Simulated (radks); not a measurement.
The rhenium ion Re20+, configuration [Kr] 4d10 4f9. All-electron calculation, Dirac Kohn-Sham, relativistic LDA (MacDonald-Vosko exchange, VWN5 correlation), spin-unpolarised, spherical densities, finite nucleus; open shells fill j = l - 1/2 first; Fermi nuclear charge, rms radius 5.3698 fm. Program: a radial shooting solver on a logarithmic mesh with Libxc functionals.

Spin-orbit splittings of the eigenvalues, e(l+1/2) - e(l-1/2), with zeta = 2 splitting/(2l+1) and mean radii in bohr:

| shell | occ. | splitting (eV) | zeta (eV) | <r> j=l-1/2 | <r> j=l+1/2 |
|---|---|---|---|---|---|
| 2p | 6 | 1421 | 947.6 | 0.06268 | 0.07071 |
| 3p | 6 | 309.5 | 206.4 | 0.1873 | 0.2021 |
| 3d | 10 | 67.59 | 27.04 | 0.1765 | 0.1811 |
| 4p | 6 | 76.67 | 51.12 | 0.4359 | 0.4657 |
| 4d | 10 | 14.91 | 5.964 | 0.4706 | 0.4798 |
| 4f | 9 | 3.356 | 0.9588 | 0.4834 | 0.4876 |
